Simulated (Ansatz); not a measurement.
Ansatz (a first-principles code) input for HO3V, SMILES [O]=[V](=[O])[OH], multiplicity 1, CAM-B3LYP/def2-SVPD. Geometry: PBE0-D3(BJ)/def2-SVP. The geometry has at least one imaginary mode, so it is a saddle point at that level. The multiplicity is an assumed one; other spin states were not compared. The values are those of a single conformer.

Ansatz 0.2 input:
```yaml
crystal:
  periodic: [false, false, false]
  atoms:
    - {symbol: V, position_ang: [-0.07340205, 0.20300266, 0.00000000]}
    - {symbol: O, position_ang: [-0.87300758, -0.21211692, 1.28089242]}
    - {symbol: O, position_ang: [-0.87300760, -0.21211692, -1.28089241]}
    - {symbol: O, position_ang: [1.65760273, -0.07362046, -0.00000001]}
    - {symbol: H, position_ang: [2.39554659, -0.68622684, -0.00000001]}
basis:
  gaussian:
    orbitals: def2-SVPD
hamiltonian:
  xc: {name: CAM-B3LYP}
```

Log of the run:

```
WARN ansatz: RAYON_NUM_THREADS=1 ignored (pool sized by the plan → 1); use --threads N
Functional definition: CAM-B3LYP
integrals: 0.06 GiB planned
1102 factors; their error is unknown
integrals: 0.08 GiB planned
303 factors; integrals over basis functions are off by at most 2.0e-5 eV
mean field: 0.50 GiB planned
mean field evaluation 1: about -31811.2044 eV, gradient 1.2e2 eV
mean field evaluation 2: about -31343.9400 eV, gradient 4.8e2 eV
mean field evaluation 4: about -31834.8616 eV, gradient 4.6e1 eV
mean field evaluation 8: about -31838.1988 eV, gradient 2.1e-1 eV
mean field evaluation 16: about -31838.3173 eV, gradient 4.1e-3 eV
mean field -31838.31729142 eV, -1170.0365796733 hartree, gradient 3.3e-5 eV, S^2 0.000000; 0 other end points of the search recorded, 0 dependent functions left out
reference -31838.31741641 eV, -1170.0365842666 hartree; 24, 24 occupied and 87, 87 virtual orbitals, 1102 factors
Total energy: -31838.31741641 eV, -1170.0365842666 hartree
```

The calculation finished and met its thresholds.

Cost: about 1.6 core-seconds (a rough figure).
